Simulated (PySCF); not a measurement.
**Orbital picture of RbBi⁺**

M06-L at R = 4.106 Å; PySCF, scalar-relativistic core potentials, basis sets Rb def2-SVPD with ECP28, Bi def2-SVPD with ECP60. State: ⁴Σ⁻ (quartet), unpaired electrons σ ↑, π ↑↑. Only the outer orbitals are listed, counted within each symmetry, core potentials removing the inner ones.

| spin | orbital | occ. | ε (eV) | on Rb (%) | main shells (%) |
| --- | --- | --- | --- | --- | --- |
| α | 3π | 1 | -21.58 | 100 | 100 Rb p |
| α | 3π | 1 | -21.58 | 100 | 100 Rb p |
| α | 5σ | 1 | -21.57 | 100 | 100 Rb p |
| α | 6σ | 1 | -18.45 | 0 | 100 Bi s |
| α | 7σ | 1 | -8.76 | 2 | 97 Bi p |
| α | 4π | 1 | -8.38 | 0 | 99 Bi p |
| α | 4π | 1 | -8.38 | 0 | 99 Bi p |
| α | 8σ | 0 | -4.97 | 96 | 89 Rb s |
| α | 5π | 0 | -3.46 | 99 | 98 Rb p |
| α | 5π | 0 | -3.46 | 99 | 98 Rb p |
| β | 3π | 1 | -21.58 | 100 | 100 Rb p |
| β | 3π | 1 | -21.58 | 100 | 100 Rb p |
| β | 5σ | 1 | -21.55 | 100 | 100 Rb p |
| β | 6σ | 1 | -17.00 | 0 | 100 Bi s |
| β | 7σ | 0 | -7.90 | 3 | 90 Bi p |
| β | 4π | 0 | -7.09 | -1 | 100 Bi p |
| β | 4π | 0 | -7.09 | -1 | 100 Bi p |

Task: Which are the highest filled and the lowest empty level, where do they sit, and how wide is the gap?

Result: Highest filled α 4π at -8.38 eV (in %: 99 Bi p); lowest empty β 7σ at -7.90 eV (in %: 90 Bi p); the gap at M06-L is 0.48 eV.

```json
{
 "bond order (Mayer)": "0.04",
 "⟨S²⟩": "3.751",
 "charge on Rb (Mulliken, basis-dependent)": "0.98",
 "charge on Rb (Löwdin, basis-dependent)": "0.80",
 "dipole moment (positive dipole points towards Bi; it is taken about the centre of mass and depends on that origin)": "-11.67 D"
}
```

Shares are Mulliken populations and can fall outside 0 to 100 %.

These are scalar-relativistic numbers at best; spin–orbit coupling would shift them, the dissociation energy most. The state is the lowest determinant that a PBE0 search found; another state may lie lower at other levels.
